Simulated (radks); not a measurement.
Results of a calculation; reference values are marked as such.
Orbital eigenvalues (eV) of the erbium ion Er3+, [Xe] 4f11, at several levels of relativity; Dirac values are averaged over j with weights 2j + 1. Spin-unpolarised spherical Kohn-Sham, PBEsol, point nucleus unless stated (finite: rms radius 5.2516 fm), a radial shooting solver on a logarithmic mesh with Libxc functionals. A level marked "c x" has the speed of light scaled by that factor and shares open shells by 2j + 1; other Dirac levels either fill j = l - 1/2 first or share by 2j + 1.

shell       non-rel.  Dirac, 2j+1 shares  Dirac, low j first  Dirac, c x 0.75  change of magnitude, last against first (%)
2p           -8253.0             -8583.9             -8583.7          -8915.4                                        +8.03
3s           -1948.8             -2188.6             -2188.4          -2439.0                                       +25.16
3p           -1771.5             -1859.9             -1859.7          -1945.5                                        +9.82
3d           -1440.9             -1427.7             -1427.4          -1414.0                                        -1.86
4s           -399.91             -458.30             -458.16          -520.56                                       +30.17
4p           -328.71             -349.22             -349.09          -369.75                                       +12.49
4d           -200.58             -198.12             -198.00          -195.89                                        -2.34
5s           -73.197             -81.913             -81.886          -91.871                                       +25.51
5p           -53.712             -55.648             -55.629          -57.951                                        +7.89
4f           -40.238             -35.424             -35.331          -31.863                                       -20.82
5d (empty)   -25.655             -24.913             -24.906          -24.444                                        -4.72
6s (empty)   -21.968             -23.458             -23.454          -25.122                                       +14.36
